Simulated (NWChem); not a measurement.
The numbers come from NWChem runs, not from measurements. System: Cl₃Pb (-1), charge -1, spin multiplicity 1, at a geometry optimised with PBE/def2-SVP with def2 effective core potentials on Pb. The structure started from a generated list of species. Level: G0W0@PBE/def2-TZVPD with def2 effective core potentials on Pb, RI basis def2-tzvpd-rifit, no spin-orbit coupling.

Job file:

```
start mol
memory heap 200 mb stack 700 mb global 1700 mb
charge -1
geometry units angstroms nocenter noautoz
  Pb     0.000485     0.445798     0.000000
  Cl     1.171035    -0.718050     2.029642
  Cl     1.171035    -0.718050    -2.029642
  Cl    -2.344412    -0.714218     0.000000
  symmetry group Cs
end
basis spherical
  * library def2-tzvpd
end
ecp
  Pb library def2-ecp
end
basis "ri basis" bse spherical
  * library def2-tzvpd-rifit
end
dft
  xc xpbe96 cpbe96
  iterations 100
  direct
  tolerances tight
end
task dft energy
gw
  method cdgw
  states alpha occ 4 vir 2
end
task dft gw
```

Part of the output:

```
             Northwest Computational Chemistry Package (NWChem) 7.3.0
             --------------------------------------------------------

                                NWChem Input Module
                                -------------------

 Scaling coordinates for geometry "geometry" by  1.889725989
 (inverse scale =  0.529177249)

 Turning off AUTOSYM since
 SYMMETRY directive was detected!

                             Geometry "geometry" -> ""
                             -------------------------

 Output coordinates in angstroms (scale by  1.889725989 to convert to a.u.)

  No.       Tag          Charge          X              Y              Z
 ---- ---------------- ---------- -------------- -------------- --------------
    1 Pb                  82.0000     0.00048500     0.44579800     0.00000000
    2 Cl                  17.0000     1.17103500    -0.71805000     2.02964200
    3 Cl                  17.0000     1.17103500    -0.71805000    -2.02964200
    4 Cl                  17.0000    -2.34441200    -0.71421800     0.00000000

 Effective nuclear repulsion energy (a.u.)     958.9347495580

            Nuclear Dipole moment (a.u.)
            ----------------------------
        X                 Y               Z
 ---------------- ---------------- ----------------
    -0.0000831479     0.0000566918     0.0000000000

      Symmetry information
      --------------------

 Group name             Cs
 Group number              2
 Group order               2
 No. of unique centers     3

      Symmetry unique atoms

     1    2    4


 Summary of "ao basis" -> "" (spherical)
 ------------------------------------------------------------------------------
       Tag                 Description            Shells   Functions and Types
 ---------------- ------------------------------  ------  ---------------------
 *                         def2-tzvpd                 on all atoms

 Summary of "ri basis" -> "" (spherical)
 ------------------------------------------------------------------------------
       Tag                 Description            Shells   Functions and Types
 ---------------- ------------------------------  ------  ---------------------
 *                      def2-tzvpd-rifit              on all atoms

  pbe96 is a nonlocal functional; adding pw91lda local functional.

                                 NWChem DFT Module
                                 -----------------

 Summary of "ao basis" -> "ao basis" (spherical)
 ------------------------------------------------------------------------------
       Tag                 Description            Shells   Functions and Types
 ---------------- ------------------------------  ------  ---------------------
 Pb                        def2-tzvpd               18       56   7s5p4d2f
 Cl                        def2-tzvpd               16       46   6s6p3d1f

 Summary of "ao basis" -> "ao basis" (spherical)
 ------------------------------------------------------------------------------
       Tag                 Description            Shells   Functions and Types
 ---------------- ------------------------------  ------  ---------------------
 Pb                        def2-tzvpd               18       56   7s5p4d2f
 Cl                        def2-tzvpd               16       46   6s6p3d1f

      Symmetry analysis of basis
      --------------------------

        a'        114
        a"         80

            General Information
            -------------------
          SCF calculation type: DFT
          Wavefunction type:  closed shell.
          No. of atoms     :     4
          No. of electrons :    74
           Alpha electrons :    37
            Beta electrons :    37
          Charge           :    -1
          Spin multiplicity:     1
          Use of symmetry is: on ; symmetry adaption is: on
          Maximum number of iterations: 100
          This is a Direct SCF calculation.
          AO basis - number of functions:   194
                     number of shells:    66
          Convergence on energy requested:  1.00D-06
          Convergence on density requested:  1.00D-05
          Convergence on gradient requested:  5.00D-04

              XC Information
              --------------
          PerdewBurkeErnzerhof Exchange Functional  1.000
            Perdew 1991 LDA Correlation Functional  1.000 local
           PerdewBurkeErnz. Correlation Functional  1.000 non-local

             Grid Information
             ----------------
          Grid used for XC integration:  medium
          Radial quadrature: Mura-Knowles
          Angular quadrature: Lebedev.
          Tag              B.-S. Rad. Rad. Pts. Rad. Cut. Ang. Pts.
          ---              ---------- --------- --------- ---------
          Pb                  1.80      123          13.0       590
          Cl                  1.00       88          15.0       590
          Grid pruning is: on
          Number of quadrature shells:   299
          Spatial weights used:  Erf1

          Convergence Information
          -----------------------
          Convergence aids based upon iterative change in
          total energy or number of iterations.
          Levelshifting, if invoked, occurs when the
          HOMO/LUMO gap drops below (HL_TOL):  1.00D-02
          DIIS, if invoked, will attempt to extrapolate
          using up to (NFOCK): 10 stored Fock matrices.

                    Damping( 0%)  Levelshifting(0.5)       DIIS
                  --------------- ------------------- ---------------
          dE  on:    start            ASAP                start
[...]
      -------------------------------------------------

 !! scf_movecs_sym_adapt:    2 vectors were symmetry contaminated

  Symmetry fudging
  Numbering of irreducible representations:

     1 a'          2 a"

  Orbital symmetries:

     1 a'          2 a'          3 a"          4 a'          5 a'
     6 a"          7 a'          8 a'          9 a"         10 a'
    11 a'         12 a"         13 a"         14 a'         15 a"
    16 a'         17 a"         18 a'         19 a'         20 a'
    21 a"         22 a'         23 a'         24 a"         25 a'
    26 a'         27 a"         28 a'         29 a"         30 a'
    31 a'         32 a"         33 a'         34 a"         35 a'
    36 a"         37 a'         38 a'         39 a"         40 a'
    41 a'         42 a'         43 a"         44 a'         45 a'
    46 a"         47 a"

   convergence    iter        energy       DeltaE   RMS-Dens  Diis-err    time
 ---------------- ----- ----------------- --------- --------- ---------  ------
 d= 0,ls=0.0,diis     1  -1573.1056339669 -1.91D+03  1.46D-02  3.16D+00     7.4
 d= 0,ls=0.0,diis     2  -1572.9560521512  1.50D-01  9.63D-03  2.03D+00    12.8
 d= 0,ls=0.0,diis     3  -1573.1191024258 -1.63D-01  3.71D-03  9.33D-01    18.1
 d= 0,ls=0.0,diis     4  -1573.2541026433 -1.35D-01  1.04D-03  4.24D-02    23.6
 d= 0,ls=0.0,diis     5  -1573.2571816948 -3.08D-03  4.41D-04  8.65D-03    28.9
 d= 0,ls=0.0,diis     6  -1573.2582562979 -1.07D-03  8.31D-05  5.68D-04    34.1
 d= 0,ls=0.0,diis     7  -1573.2583047725 -4.85D-05  2.63D-05  3.77D-05    39.8
 d= 0,ls=0.0,diis     8  -1573.2583110077 -6.24D-06  4.83D-06  1.57D-06    46.2
 d= 0,ls=0.0,diis     9  -1573.2583112022 -1.95D-07  6.06D-07  3.00D-08    53.0

         Total DFT energy =    -1573.258311202245
      One electron energy =    -2935.489622130751
           Coulomb energy =     1122.767098413988
    Exchange-Corr. energy =     -100.511410004540
 Nuclear repulsion energy =      339.975622519058

 Numeric. integr. density =       73.999999421357

     Total iterative time =     51.0s

                  Occupations of the irreducible representations
                  ----------------------------------------------

                     irrep           alpha         beta
                     --------     --------     --------
                     a'               23.0         23.0
                     a"               14.0         14.0

                       DFT Final Molecular Orbital Analysis
                       ------------------------------------

 Vector   35  Occ=2.000000D+00  E=-1.030816D-01  Symmetry=a'
              MO Center= -7.0D-01, -6.7D-01, -2.0D-10, r^2= 6.3D+00
   Bfn.  Coefficient  Atom+Function         Bfn.  Coefficient  Atom+Function
  ----- ------------  ---------------      ----- ------------  ---------------
   165     -0.279231  4 Cl py               164      0.271930  4 Cl px
    72      0.211733  2 Cl px               118      0.211733  3 Cl px
   168     -0.197843  4 Cl py               167      0.179442  4 Cl px
    75      0.144297  2 Cl px               121      0.144297  3 Cl px
    73      0.139236  2 Cl py               119      0.139236  3 Cl py

 Vector   36  Occ=2.000000D+00  E=-9.994239D-02  Symmetry=a"
              MO Center= -8.1D-04, -7.0D-01,  2.3D-13, r^2= 6.8D+00
   Bfn.  Coefficient  Atom+Function         Bfn.  Coefficient  Atom+Function
  ----- ------------  ---------------      ----- ------------  ---------------
   166      0.309653  4 Cl pz                72      0.268159  2 Cl px
   118     -0.268159  3 Cl px               169      0.214457  4 Cl pz
    75      0.185720  2 Cl px               121     -0.185720  3 Cl px
    74     -0.154821  2 Cl pz               120     -0.154821  3 Cl pz
   163      0.146954  4 Cl pz                69      0.127262  2 Cl px

 Vector   37  Occ=2.000000D+00  E=-8.475553D-02  Symmetry=a'
              MO Center= -3.9D-04, -3.5D-01, -3.5D-14, r^2= 6.6D+00
   Bfn.  Coefficient  Atom+Function         Bfn.  Coefficient  Atom+Function
  ----- ------------  ---------------      ----- ------------  ---------------
     5      0.358647  1 Pb s                  3     -0.283244  1 Pb s
    73     -0.243567  2 Cl py               119     -0.243567  3 Cl py
   165     -0.243319  4 Cl py                 6      0.241687  1 Pb s
     2      0.169550  1 Pb s                 76     -0.168272  2 Cl py
   122     -0.168272  3 Cl py               168     -0.168115  4 Cl py

 Vector   38  Occ=0.000000D+00  E= 6.229945D-02  Symmetry=a'
              MO Center=  9.1D-04,  8.3D-01, -5.2D-14, r^2= 6.5D+00
   Bfn.  Coefficient  Atom+Function         Bfn.  Coefficient  Atom+Function
  ----- ------------  ---------------      ----- ------------  ---------------
     6      0.389231  1 Pb s                 18     -0.363903  1 Pb py
     7     -0.359834  1 Pb s                  5      0.354534  1 Pb s
    12      0.314895  1 Pb py                21     -0.306871  1 Pb py
    15     -0.274256  1 Pb py                 3     -0.251292  1 Pb s
    42      0.182784  1 Pb d  2             164     -0.158080  4 Cl px

 Vector   39  Occ=0.000000D+00  E= 8.544179D-02  Symmetry=a"
              MO Center=  1.5D-01,  5.2D-01,  1.7D-09, r^2= 8.4D+00
   Bfn.  Coefficient  Atom+Function         Bfn.  Coefficient  Atom+Function
  ----- ------------  ---------------      ----- ------------  ---------------
    19      0.479787  1 Pb pz                22      0.403097  1 Pb pz
    13     -0.324665  1 Pb pz                39      0.324898  1 Pb d -1
    80      0.281542  2 Cl pz               126      0.281542  3 Cl pz
    16      0.271930  1 Pb pz                79     -0.139962  2 Cl py
   125      0.139962  3 Cl py                76     -0.138839  2 Cl py

 Vector   40  Occ=0.000000D+00  E= 8.544198D-02  Symmetry=a'
              MO Center= -1.5D-01,  5.2D-01, -1.7D-09, r^2= 8.4D+00
   Bfn.  Coefficient  Atom+Function         Bfn.  Coefficient  Atom+Function
  ----- ------------  ---------------      ----- ------------  ---------------
    17      0.479786  1 Pb px                20      0.403100  1 Pb px
   170      0.340800  4 Cl px                11     -0.324664  1 Pb px
    38      0.324845  1 Pb d -2              14      0.271930  1 Pb px
    78      0.163298  2 Cl px               124      0.163298  3 Cl px
   171      0.161116  4 Cl py               168      0.160107  4 Cl py

 center of mass
 --------------
 x =   0.00011458 y =   0.10582434 z =   0.00000000

 moments of inertia (a.u.)
 ------------------
        1365.408180911777           0.755072558598           0.000000000000
           0.755072558598        2057.682982686039           0.000000000000
           0.000000000000           0.000000000000        1365.410882974722

     Multipole analysis of the density
     ---------------------------------

     L   x y z        total         alpha         beta         nuclear
     -   - - -        -----         -----         ----         -------
     0   0 0 0     -1.000000    -37.000000    -37.000000     73.000000

     1   1 0 0      0.002279      0.028676      0.028676     -0.055074
     1   0 1 0      2.087534     26.316820     26.316820    -50.546107
     1   0 0 1     -0.000000     -0.000000     -0.000000      0.000000

     2   2 0 0    -66.817536   -283.493144   -283.493144    500.168752
     2   1 1 0      0.014085      0.220198      0.220198     -0.426311
     2   1 0 1     -0.000000     -0.000000     -0.000000      0.000000
     2   0 2 0    -53.897079    -81.539884    -81.539884    109.182688
     2   0 1 1     -0.000000     -0.000000     -0.000000      0.000000
     2   0 0 2    -66.817475   -283.492489   -283.492489    500.167503

 Task  times  cpu:       53.1s     wall:       53.1s

                                NWChem Input Module
                                -------------------

                                 NWChem GW Module
                                 ----------------

                             ***********************
                             ***        GW       ***
                             ***********************

 Summary of "ri basis" -> "ri basis" (spherical)
 ------------------------------------------------------------------------------
       Tag                 Description            Shells   Functions and Types
 ---------------- ------------------------------  ------  ---------------------
 Pb                     def2-tzvpd-rifit            42      200   10s9p9d7f4g3h
 Cl                     def2-tzvpd-rifit            33      129   10s8p7d6f2g

                 Memory Information
                 ------------------
          Available GA per process is          1699.7 MBs
          Available stack per process is        700.0 MBs
          Available heap per process is           0.1 MBs

          Peak memory in Initialization
              Peak GA per process is                 36.7 MBs
              Peak stack per process is               0.4 MBs
              Peak heap per process is               37.9 MBs
              Memory not in MA per process            0.0 MBs

          Peak memory in CDGW Calculation
              Peak GA per process is                 42.3 MBs
              Peak stack per process is               5.3 MBs
              Peak heap per process is                5.1 MBs
              Memory not in MA per process            0.0 MBs

          Computing 2-center integrals
          Computing Inverse Cholesky factor
          Computing 3-center integrals
          Computing Vxc

          Computing Sigma_x
          Computing W(iw) on the imaginary grid
          Solving quasiparticle equations

                  Alpha Orbitals
          State     Energy (eV)     Error (eV)
          -----------------------------------
@GW        34         -5.217           0.002
@GW        35         -5.217           0.002
@GW        36         -5.166           0.001
@GW        37         -4.594           0.002
@GW        38          3.693           0.002
@GW        39          4.272           0.004

     GW Timing Statistics
   ------------------------
   Init.   :          0.3s
     ERIs  :          6.0s
     Distr.:          0.1s
     Vxc   :          0.8s
   Vmo     :          0.0s
   iW      :         13.8s
   I_n     :          0.0s
   R_n     :          7.4s
   GW total:         28.5s

 Task  times  cpu:       28.5s     wall:       28.5s

 Total times  cpu:       81.6s     wall:       81.6s
```
